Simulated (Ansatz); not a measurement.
Start from `[Cl][Ga]([Cl])[GeH3]` and change one atom or group to get `[F][Ga]([Cl])[GeH3]`.

Ansatz, PBE0-D4/def2-TZVP geometries, multiplicity 1. 

Scalar relativity is left out up to krypton.

| property | `[Cl][Ga]([Cl])[GeH3]` |
| --- | --- |
| LUMO energy (ωB97M-V/def2-TZVPP) / eV | -0.18 |
| HOMO–LUMO gap (PBE0/def2-TZVPP) / eV | 6.43 |
| HOMO–LUMO gap (ωB97M-V/def2-TZVPP) / eV | 10.20 |
| HOMO energy (ωB97M-V/def2-TZVPP) / eV | -10.38 |
| size of the dipole moment (ωB97M-V/def2-TZVPP) / D | 2.62 |
| LUMO energy (B3LYP/def2-TZVPP) / eV | -2.16 |

Q: Give the same properties after the change, and the shifts. (Estimate.)

A: Computed: 
```tsv
property	`[F][Ga]([Cl])[GeH3]`	shift
LUMO energy (ωB97M-V/def2-TZVPP) / eV	-0.03	0.15
HOMO–LUMO gap (PBE0/def2-TZVPP) / eV	6.84	0.41
HOMO–LUMO gap (ωB97M-V/def2-TZVPP) / eV	10.64	0.44
HOMO energy (ωB97M-V/def2-TZVPP) / eV	-10.67	-0.29
size of the dipole moment (ωB97M-V/def2-TZVPP) / D	3.06	0.44
LUMO energy (B3LYP/def2-TZVPP) / eV	-2.02	0.14
```

With PBE0 the HOMO falls by 0.26 eV and the LUMO rises by 0.15 eV, so the gap widens by about 0.41 eV. PBE moves the HOMO by -0.21 eV and ωB97M-V by -0.29 eV. Dipoles are sizes alone; their direction can turn.

B3LYP here is the variant with VWN-RPA as its local correlation; programs differ in this.
